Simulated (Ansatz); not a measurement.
Cl$_{2}$Ga$_{2}$H$_{6}$N$_{2}$, SMILES `[Cl][Ga@H-]1[NH2+][Ga@@H-]([Cl])[NH2+]1`. The species carries charge 0 and has multiplicity 1.

| atom | x (Å) | y (Å) | z (Å) |
| --- | --- | --- | --- |
| Cl1 | -0.450 | -2.826 | 0.894 |
| Ga2 | 0.707 | -0.991 | 0.817 |
| N3 | -0.584 | 0.505 | 1.136 |
| Ga4 | -0.427 | 1.194 | -0.737 |
| Cl5 | -2.337 | 0.811 | -1.693 |
| N6 | 0.717 | -0.409 | -1.097 |
| H7 | 2.070 | -0.861 | 1.558 |
| H8 | -1.518 | 0.160 | 1.332 |
| H9 | -0.340 | 1.155 | 1.872 |
| H10 | 0.291 | 2.567 | -0.881 |
| H11 | 0.246 | -1.079 | -1.697 |
| H12 | 1.626 | -0.226 | -1.504 |

(1) What are the harmonic wavenumbers in cm⁻¹ at PBE0-D4/def2-TZVP (Ansatz, finite differences of forces, unscaled)? (Best estimate.)

(2) Is this a minimum?

(3) Give the ideal-gas thermochemistry at 298.15 K and 1 bar (rigid rotor, harmonic oscillator; point group C2v, symmetry number 2).

(4) Rotational constants (cm⁻¹)?

Answers

(1) The calculation gave: 38, 94, 99, 162, 179, 224, 380, 392, 406, 475, 486, 534, 539, 564, 566, 590, 642, 696, 828, 857, 864, 879, 1570, 1582, 2014, 2019, 3526, 3526, 3613, 3613.

(2) Yes, all 30 modes are real.

(3) Zero-point energy 191.2 kJ/mol; H(298) − E = 219.3 kJ/mol; entropy 415.1 J/(mol·K), of which translation 177.4, rotation 122.0, vibration 115.6; G(298) − E = 95.6 kJ/mol. Modes under 100 cm⁻¹ are hindered rotations or soft bends, so the harmonic entropy is rough.

(4) 0.06387, 0.02133, 0.01837.
